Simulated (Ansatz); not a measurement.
`CO[SiH2]N[SiH3]` + `C[CH2][InH][OH]` → `C[CH2][InH][O][SiH3]` + `CO[SiH2]N`  (ligand exchange at the Si–N bond)

Calculated with Ansatz (gas phase, PBE0-D4/def2-TZVP geometries, no zero-point term in ΔE). CCSD(T)/CBS adds triple-zeta CCSD(T) − MP2 to the extrapolated MP2 energy (def2 sets, frozen cores). This one scheme is used for every species. Functionals use def2-TZVPP. B3LYP here is the variant with VWN-RPA as its local correlation; programs differ in this. Elements past krypton have def2 core potentials. For In outer-core shells are correlated without core-valence functions, which leaves a few kJ/mol of doubt a bond. One conformer a species, not always the lowest.

| level | ΔE (kcal/mol) | difference from CCSD(T)/CBS |
| --- | --- | --- |
| PBE-D4 | -12.9 | 1.9 |
| B3LYP-D4 | -15.0 | -0.2 |
| PBE | -12.5 | 2.3 |
| r2SCAN | -14.5 | 0.3 |
| PBE0 | -13.5 | 1.3 |
| HF/def2-TZVPP | -16.9 | -2.1 |
| MP2/def2-TZVPP | -15.0 | -0.2 |
| SCS-MP2/def2-TZVPP | -15.2 | -0.4 |
| HF/def2-QZVPP | -17.1 | -2.3 |
| MP2/CBS(def2) | -15.0 | -0.2 |
| CCSD(T)/CBS | -14.8 | 0 |

Largest T1 diagnostic among the species: 0.014.

From PBE to PBE0 (25 % exact exchange), in def2-TZVPP and without D4, ΔE moves by −1.0 kcal/mol. In def2-TZVPP, CCSD(T) changes the Hartree–Fock value by +2.1 kcal/mol (the triples alone add +0.3 kcal/mol) and MP2 by +2.0 kcal/mol.

CCSD(T)/CBS has its own doubt, a few kJ/mol and more with outer-core shells, so smaller differences from it don't rank the levels.
